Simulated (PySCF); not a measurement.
Peak assignment

Structure with atom numbers: `[CH2:1]=[C:2]([O:3][SiH3:4])[C:5](=[O:6])[NH:7][CH3:8]` (H(Xn): hydrogen on atom n). Ha(C1) is cis to O3; Hb(C1) is trans to O3.

Calculated, not measured (PySCF): shieldings: GIAO PBE0/pcSseg-1, structure optimised with GFN2-xTB. Isolated molecule, one averaged value for each set of equivalent atoms, non-relativistic Hamiltonian, single conformer.

δ = σ(ref) − σ, references computed at the same level: 13C (186.93 ppm) and 1H (31.72 ppm) vs TMS.

(1) Assign these signals to the numbered atoms. 13C{1H} NMR (computed): δ 162.4 (C), 158.5 (C), 101.0 (CH2), 26.2 (CH3).

(2) Assign these signals to the numbered atoms. 1H NMR (500 MHz, computed): δ 6.04 (br, 1H), 5.97 (br s, 1H), 4.98 (s, 3H), 4.64 (br s, 1H), 3.18 (d, 3H).

Answers

(1) 
162.4 → C5, amide carbonyl carbon: it is a carbonyl in resonance with an O or N lone pair, the region of acids, esters and amides
158.5 → C2, alkene carbon bearing oxygen: an sp2 carbon further deshielded by the attached heteroatom
101.0 → C1, β carbon of a C=C–C=O unit
26.2 → C8, methyl carbon bonded to N: the inductive effect lowers its shielding

(2) 
6.04 → H(N7), hydrogen on an amide-type nitrogen: exchangeable; this is the value without hydrogen bonding to other molecules
5.97 → Hb(C1), hydrogen on a β carbon of a C=C–C=O unit: attached to an sp2 carbon and in the plane of the double bond
4.98 → H(Si4), hydrogen on a silicon bonded to O
4.64 → Ha(C1), hydrogen on a β carbon of a C=C–C=O unit: a vinylic proton, deshielded by the sp2 carbon and the C=C anisotropy
3.18 → H(C8), hydrogen on a methyl carbon bonded to N: its carbon carries N, an electronegative neighbour

H(N7) and Hb(C1) lie closer than the usual error of such a calculation, so a measured spectrum could show them in the other order.

OH/NH shifts are gas-phase values; hydrogen bonding in solution moves them, usually downfield. Amide-type NH protons are broadened by 14N but still split neighbouring CH signals. Shifts are as computed. Against solution values, carbons near 30 ppm lie about +3 ppm off and those near 130 ppm about +5 ppm. Of 1309 compounds with measured shifts, 239 miss one by over three times the rms of a fit or turn the order of signals round; such compounds aren't used in these exercises. The C=O carbon of an acid or of an amide with N–H lies up to 10 ppm further downfield in solution, through hydrogen bonding that the calculation lacks. Multiplicities follow the n + 1 count of equivalent neighbours, as no J values were calculated; m marks all less simple cases, F and P coupling included.
